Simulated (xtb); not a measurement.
GeHO, SMILES [Ge]=[OH+] (connectivity only; charge and spin as stated), charge +1, multiplicity 1. All values are semi-empirical tight-binding results from xtb (GFN2-xTB unless named), good for trends rather than for accurate numbers. Geometry optimised at GFN2-xTB. The isomer is the one that the SMILES or the coordinates give; other isomers of the formula were not compared.

For metal compounds this method's bond lengths and energies can be far off.

Computed properties:
```yaml
point_group_as_xtb_finds_it: C∞v
orbital_gap: 6.27 eV
zero_point_energy: 7.4 kcal/mol
G − E(el) at 298.15 K (modified RRHO): -6.6 kcal/mol
```
